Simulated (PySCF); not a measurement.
Spin states of CoCl

Unrestricted PBE0; basis Co def2-TZVPPD, Cl def2-TZVPPD; no relativity; PySCF 2.14. Outer shells of the fragments: Co 3d7 4s2; Cl 3s2 3p5.

Followed along the bond (rough minima from three points):

```tsv
2Ms+1	unpaired	⟨S²⟩ at the start	R at minimum (Å)	Te (eV)
3	σ ↑, δ ↑	2.01	2.14	0.00
3	π ↑, δ ↑	2.16	2.09	0.06
3	π ↑↑	2.02	2.10	0.15
5	σ ↑↑, π ↑, δ ↑	6.00	2.18	0.36
5	σ ↑, π ↑↑, δ ↑	6.00	2.16	0.39
1	π ↓, δ ↑	1.01	2.10	0.59
```

Solutions found at the starting distance of 2.040 Å, counted from the lowest of them; the search is not exhaustive and high or unbound solutions are not listed, so other states can lie among these:

| 2Ms+1 | unpaired | term | E (eV) | ⟨S²⟩ | ⟨Lz²⟩ | μ (D) |
| --- | --- | --- | --- | --- | --- | --- |
| 3 | σ ↑, δ ↑ | ³Δ | 0.00 | 2.01 | 4.01 | -5.11 |
| 3 | π ↑, δ ↑ | mixed | 0.02 | 2.16 | 4.94 | -4.58 |
| 3 | π ↑↑ | ³Σ⁻ | 0.12 | 2.02 | 0.00 | -5.11 |
| 5 | σ ↑↑, π ↑, δ ↑ | mixed | 0.42 | 6.00 | 4.54 | -1.69 |
| 5 | σ ↑, π ↑↑, δ ↑ | ⁵Δ | 0.43 | 6.00 | 4.00 | -1.41 |
| 1 | π ↓, δ ↑ | mixed | 0.56 | 1.01 | 4.17 | -4.96 |

A term symbol is given only where ⟨S²⟩ and ⟨Lz²⟩ are close to those of a pure state; real π, δ and φ orbitals otherwise mix terms. A positive dipole means Co(−)Cl(+).

With d or f electrons several states lie close, and the lowest PBE0 determinant need not be the measured ground state.
